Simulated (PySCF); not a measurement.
Relaxation of quintet Co(OH)₃

Computed with UB3LYP/[Co def2-SVP, O def2-SVP, H def2-SVP], no relativity, density fitting, PySCF. A (50,194) grid was used.

A hand-made trigonal pyramidal (heavy-atom frame) start, of C3 symmetry, held to at least that symmetry:

```xyz
7
charge 0 multiplicity 5, angstrom
Co    0.0000    0.0000   -0.3870
O     1.5363    0.0000    0.4299
O    -0.7682    1.3305    0.4299
O    -0.7682   -1.3305    0.4299
H     2.0812   -0.7354    0.7196
H    -0.4037    2.1701    0.7196
H    -1.6775   -1.4346    0.7196
```

Question: What does it relax to?

Answer: It ends at C3h with Co–O 1.772 Å (×3), O–H 0.967 Å (×3); Co–O–H 122.2° (×3), O–Co–O 120.0° (×3). A frequency run shows a minimum. Other isomers or separated fragments may lie lower.

Question: How much energy is released, and in how many steps?

Answer: 154.9 kJ/mol in 17 steps.

With open d or f shells other occupations or spin states may lie lower.

The relaxation took about 3 core-minutes on a shared host.
